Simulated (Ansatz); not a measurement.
The cluster Cr₃P₃⁺. Total charge 1; singlet. Geometry PBE0-D4/def2-SVP.

Cartesian coordinates in Å:
```
Cr 0.0787 -0.2597 1.0838
Cr -1.4851 -0.6155 0.0980
Cr 0.2180 0.9496 -0.6762
P 2.0735 -0.1776 -0.3143
P 0.4439 -1.4093 -1.0046
P -1.3291 1.5124 0.8133
```

The structure comes from a short search, and lower isomers may exist.

Q: Estimate the orbital energies around the gap (eV) in Ansatz with PBE-D4/def2-TZVP, PBE0-D4/def2-TZVP.

A: 
| orbital | PBE-D4/def2-TZVP | PBE0-D4/def2-TZVP |
| --- | --- | --- |
| HOMO−5 | -11.19 | -12.10 |
| HOMO−4 | -10.93 | -12.03 |
| HOMO−3 | -10.26 | -11.44 |
| HOMO−2 | -10.02 | -10.94 |
| HOMO−1 | -9.70 | -10.65 |
| HOMO | -9.10 | -10.25 |
| LUMO | -8.84 | -7.51 |
| LUMO+1 | -8.58 | -7.35 |
| LUMO+2 | -8.16 | -7.32 |
| LUMO+3 | -8.06 | -7.21 |
| LUMO+4 | -8.02 | -7.05 |
| LUMO+5 | -7.76 | -6.76 |
